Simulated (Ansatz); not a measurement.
Species: C₂HO, SMILES `C#C[O]` (charge 0, multiplicity 2), formula C$_{2}$HO.

### Question
How many basis functions does frozen-core CCSD(T)/cc-pVTZ // PBE-D3(BJ)/def2-TZVP (Ansatz, an electronic-structure program) use, how many core orbitals are frozen, and how many electrons are correlated?

### Answer
104 basis functions and 3 frozen orbitals, which leaves 15 correlated electrons. Core time is of the order of seconds.
